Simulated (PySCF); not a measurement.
**BeF⁺ at RHF-SCS-MP2**

Computed with RHF-SCS-MP2; Be cc-pVDZ, F cc-pVDZ; no relativity (PySCF 2.14).

For BeF⁺, the state is ¹Σ⁺ (singlet), closed shell and the bond length is 1.373 Å. The harmonic wavenumber is 1364 cm⁻¹ and the force constant is 6.70 mdyn/Å. The rotational constant Be is 1.463 cm⁻¹. The anharmonicity ωexe is 6.79 cm⁻¹, the vibration–rotation constant αe is 0.0127 cm⁻¹ and the well depth De to Be⁺ + F is 5.41 eV. The dissociation energy D0 is 5.33 eV.

Correlated steps freeze 1 core orbital. Correlated levels converge slowly with the basis: in double zeta they bind strong bonds too weakly, by up to about 1 eV, and carry superposition errors of some tenths. For an ion De counts to the pair picked by the measured ionisation energies or electron affinities, which need not be the lowest pair at this level. Where the molecule has an RHF reference, its open-shell atoms are computed with UHF.
